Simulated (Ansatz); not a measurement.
# Relaxing a trial structure of C3H10BPSi

The starting geometry of this gas-phase singlet was optimised with GFN2-xTB; its bonds are those of `[SiH3]PBC1CC1`.

```yaml
atoms:
  - { symbol: C, position_ang: [0.5018, 0.2424, -0.5114] }
  - { symbol: C, position_ang: [1.1765, -1.0379, -0.9764] }
  - { symbol: C, position_ang: [1.3546, 0.2005, -1.7698] }
  - { symbol: B, position_ang: [-1.0298, 0.4131, -0.6271] }
  - { symbol: P, position_ang: [-1.9411, 1.3705, 0.6758] }
  - { symbol: Si, position_ang: [-0.9465, 3.3592, 0.7135] }
  - { symbol: H, position_ang: [-1.9418, 4.2970, 1.2302] }
  - { symbol: H, position_ang: [0.1893, 3.2417, 1.6281] }
  - { symbol: H, position_ang: [-0.4646, 3.8375, -0.5887] }
  - { symbol: H, position_ang: [-3.0967, 1.7082, 0.0009] }
  - { symbol: H, position_ang: [-1.6262, -0.1240, -1.4820] }
  - { symbol: H, position_ang: [0.9988, 0.7144, 0.3332] }
  - { symbol: H, position_ang: [2.0049, -1.4039, -0.3882] }
  - { symbol: H, position_ang: [0.5471, -1.8183, -1.3766] }
  - { symbol: H, position_ang: [2.3080, 0.7068, -1.7407] }
  - { symbol: H, position_ang: [0.8493, 0.2781, -2.7210] }
```

Q: Predict what becomes of its bonds when it is optimised with PBE-D3(BJ)/def2-SVP.

A: It keeps its bonds, and is `[SiH3]PBC1CC1`.

The energy falls by 0.20 eV over 16 steps:

| step | E − E(last) (eV) |
| --- | --- |
| 1 | 0.203 |
| 3 | 0.015 |
| 4 | 0.007 |
| 6 | 0.004 |
| 8 | 0.001 |
| 9 | 0.001 |
| 11 | 0.000 |
| 13 | 0.000 |
| 14 | 0.000 |
| 16 | 0.000 |

Final geometry (Å):

```xyz
16

C     0.5299    0.2691   -0.4759
C     1.1950   -1.0410   -0.9364
C     1.3493    0.1695   -1.7824
B    -0.9948    0.4195   -0.6255
P    -2.0700    1.3774    0.6092
Si   -0.9774    3.3516    0.7345
H    -1.8173    4.3272    1.5124
H     0.3014    3.1021    1.4848
H    -0.6434    3.9641   -0.5995
H    -3.1855    1.7618   -0.2067
H    -1.5640   -0.1886   -1.5176
H     1.0574    0.7806    0.3467
H     2.0563   -1.3810   -0.3404
H     0.5332   -1.8492   -1.2841
H     2.3160    0.6966   -1.7862
H     0.7973    0.2257   -2.7333
```

No frequencies were run, so the end isn't proven a minimum. Run with Ansatz 0.2.0, 19 s on 4 threads of Arm Neoverse V2 (shared host).
